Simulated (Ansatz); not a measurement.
```yaml
crystal:
  periodic: [false, false, false]
  atoms:
    - {symbol: As, position_ang: [-1.305010, -1.306965, 1.047119]}
    - {symbol: Ge, position_ang: [1.644646, -1.577889, -1.621648]}
    - {symbol: Ge, position_ang: [-1.579870, 1.634840, -1.625362]}
    - {symbol: Ge, position_ang: [1.446142, 1.452628, 1.088852]}
    - {symbol: Ge, position_ang: [-2.876149, 0.049106, -0.284140]}
    - {symbol: Ge, position_ang: [0.053405, -2.874036, -0.286578]}
    - {symbol: Ge, position_ang: [0.067180, 0.067792, 2.563020]}
    - {symbol: Ge, position_ang: [2.902259, -0.016345, -0.221271]}
    - {symbol: Ge, position_ang: [-0.027228, 2.901975, -0.223875]}
    - {symbol: H, position_ang: [-2.182353, -2.187425, 1.931766]}
    - {symbol: H, position_ang: [0.826786, -0.857850, -2.724350]}
    - {symbol: H, position_ang: [2.580081, -2.634160, -2.265247]}
    - {symbol: H, position_ang: [-2.635008, 2.563788, -2.279950]}
    - {symbol: H, position_ang: [-0.852738, 0.811431, -2.719199]}
    - {symbol: H, position_ang: [2.308575, 2.318789, 2.052504]}
    - {symbol: H, position_ang: [-3.674002, -1.025961, -1.064723]}
    - {symbol: H, position_ang: [-3.750684, 0.690046, 0.823574]}
    - {symbol: H, position_ang: [-1.020655, -3.668304, -1.072243]}
    - {symbol: H, position_ang: [0.690580, -3.752996, 0.819807]}
    - {symbol: H, position_ang: [0.813356, -0.995573, 3.408348]}
    - {symbol: H, position_ang: [-0.997660, 0.809030, 3.410804]}
    - {symbol: H, position_ang: [3.779301, -0.836150, 0.761109]}
    - {symbol: H, position_ang: [3.799731, 0.855702, -1.136971]}
    - {symbol: H, position_ang: [-0.853164, 3.775268, 0.756709]}
    - {symbol: H, position_ang: [0.842459, 3.803257, -1.138066]}
basis:
  gaussian: {orbitals: aug-cc-pVDZ}
total_charge: 1
magnetization: {spin_polarized: true, initial_magnetization: 0}
hamiltonian: {xc: {name: M06-2X}}
```

```sh
$ ansatz run in.yaml --threads 4 --pin off --events-out ev --progress --plain --max-ram 6963MiB
```

It prints (some lines left out):

```
Error: YAML parse error: error: line 33 column 19: hamiltonian.xc: no functional is named "M06-2X"; the names, which are not case-sensitive, are SVWN5, SPW92, PBE, PBE0, PBEsol, revPBE, revPBE0, RPBE, rPW86-PBE, HSE06, wPBEh, LC-wPBE, HISS, HF, BLYP, B3LYP, B3LYP5, BHLYP, CAM-B3LYP, r2SCAN, r2SCANh, r2SCAN0, r2SCAN50, m-r2SCAN, B97, wB97, wB97X, wB97X-V, B97M-V, wB97M-V, B2PLYP, B2GP-PLYP, PBE0-DH, PBE-QIDH
31 | total_charge: 1
32 | magnetization: {spin_polarized: true, initial_magnetization: 0}
33 | hamiltonian: {xc: {name: M06-2X}}
```

(1) Something in this input is off. What?

Answers

(1) The method's name isn't one that the program takes here. The input was rejected before any iteration.
